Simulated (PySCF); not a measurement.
B(F)2(Et) (C₂H₅BF₂), SMILES CCB(F)F.

Coordinates come from a TPSSh-D3(BJ)/def2-SVP optimisation. The values are those of a single conformer.

These are PySCF with TDA-B3LYP/def2-SVPD values and carry that method's errors.

Vertical excitations. The molecule is in vacuum. State labels are in the subgroup Cs.

```csv
state,symmetry,energy (eV),λ (nm),f,main pairs
S1,A",8.05,154,0.016,HOMO→LUMO 97 %
S2,A',8.32,149,0.009,HOMO→LUMO+1 99 %
S3,A',8.86,140,0.039,HOMO−1→LUMO 99 %
S4,A",8.87,140,0.000,HOMO−1→LUMO+1 98 %
S5,A",9.14,136,0.000,HOMO−2→LUMO 97 %
S6,A',9.34,133,0.069,HOMO→LUMO+2 98 %
S7,A',9.58,129,0.000,HOMO−2→LUMO+1 97 %
S8,A',9.81,126,0.026,HOMO→LUMO+3 97 %
S9,A",9.81,126,0.001,"HOMO−3→LUMO 81 %, HOMO−4→LUMO 16 %"
S10,A",9.86,126,0.039,HOMO−1→LUMO+2 97 %
T1,A",7.24,171,0,HOMO→LUMO 95 %
T2,A',8.13,153,0,HOMO→LUMO+1 92 %
T3,A',8.36,148,0,HOMO−1→LUMO 92 %
T4,A",8.66,143,0,HOMO−1→LUMO+1 93 %
```
Triplets are in the Tamm–Dancoff approximation.
